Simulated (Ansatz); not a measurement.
Species: B2, charge 0, multiplicity 3. 
Geometry from a B3LYP-D3(BJ)/def2-TZVP (Ansatz, a quantum-chemistry and plane-wave program) optimisation:
```
B
B 1 1.5680
```
Charge 0, spin multiplicity 3.

Basis-set convergence of Hartree-Fock and CCSD(T) correlation energies (hartree) with Ansatz. Valence correlation only, unless marked. UHF or UKS for open shells. Spin-orbit coupling is left out. No relativistic terms. The program attaches cautions to a run behind CCSD(T)/def2-SVP: large difference. The program attaches cautions to a run behind CCSD(T)/def2-TZVPP: large difference. The program attaches cautions to a run behind CCSD(T)/def2-QZVPP: large difference.

The UHF reference is spin-contaminated (<S^2> 0.91 over the pure value in the largest basis). The T1 diagnostic of CCSD in the largest basis is 0.070, which is high, so the coupled-cluster rows are less sure than usual.

```
basis       functions      E(HF)  E(corr, CCSD(T))
----------  ---------  ---------  ----------------
def2-SVP           28  -49.09540          -0.11829
def2-TZVPP         62  -49.15245          -0.13833
def2-QZVPP        114  -49.15413          -0.14432
```

Extrapolating the two largest sets (X = 3 and 4) as X^-3: E(corr) = (64·(-0.14432) - 27·(-0.13833))/37 = -0.1487 Eh, an estimate of the basis-set limit. The largest set recovers 97.1 % of it, the smallest 79.6 %.
